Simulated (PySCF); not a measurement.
Atoms are numbered as in `[CH3:1][CH:2]([CH3:3])[O:4][SiH2:5][C:6]([F:7])([F:8])[F:9]` (H(Xn): hydrogen on atom n).

- shielding tensors at KT3/pcSseg-1 (GIAO)
- geometry from PBE0-D3(BJ)/def2-SVP
- run in PySCF
- no relativistic terms, one conformer, in vacuum, fast rotation and ring inversion assumed for equivalent nuclei

References, each an isolated molecule treated in the same way: ¹³C and ¹H and ²⁹Si vs TMS; ¹⁷O vs H2O; CFCl3 for ¹⁹F.

```
      atoms  nucleus  count  δ (ppm)
   F7/F8/F9      ¹⁹F      3    -90.9
         O4      ¹⁷O      1     65.5
        Si5     ²⁹Si      1        ?
      H(C2)       ¹H      1        ?
     H(Si5)       ¹H      2        ?
      C1/C3      ¹³C      2     26.3
         C2      ¹³C      1     73.2
         C6      ¹³C      1    129.7
H(C1)/H(C3)       ¹H      6     1.24
```

Q: Estimate the values marked ?.

A: 
- H(Si5): 4.70 ppm, hydrogen on a silicon bonded to C, O
- H(C2): 4.01 ppm, hydrogen on an sp3 CH bonded to O; its carbon carries O, which withdraws density
- Si5: -35.5 ppm, silicon bonded to C, O, 2 H

Shifts are as computed, not scaled to solution data. Of 1211 compounds with measured shifts, 218 miss one by over three times the rms of a fit or turn the order of signals round; such compounds aren't used in these exercises. Unscaled 19F shifts against computed CFCl3 carry errors that often reach 10 to 50 ppm. Experimental scales use liquid or dissolved standards, which lie at an offset from isolated H2O (liquid H2O: subtract about 36 ppm).
